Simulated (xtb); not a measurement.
Si(F)2(Cl)(Me) (CH3ClF2Si), SMILES C[Si](F)(F)Cl. All values are semi-empirical tight-binding results from xtb (GFN2-xTB unless named), good for trends rather than for accurate numbers. Geometry: GFN2-xTB.

| Quantity | Value |
|---|---|
| point group as xtb finds it | Cs |
| orbital gap | 7.51 eV |
| dipole moment | 2.57 D |
| zero-point energy | 27.4 kcal/mol |
| G − E(el) at 298.15 K (modified RRHO) | 7.4 kcal/mol |
| static polarisability (D4 model) | 64.4 bohr³ |
| solvation energy, GFN2-xTB/ALPB(water) | -1.0 kcal/mol |
| solvation energy, GFN2-xTB/ALPB(ch2cl2) | -2.5 kcal/mol |
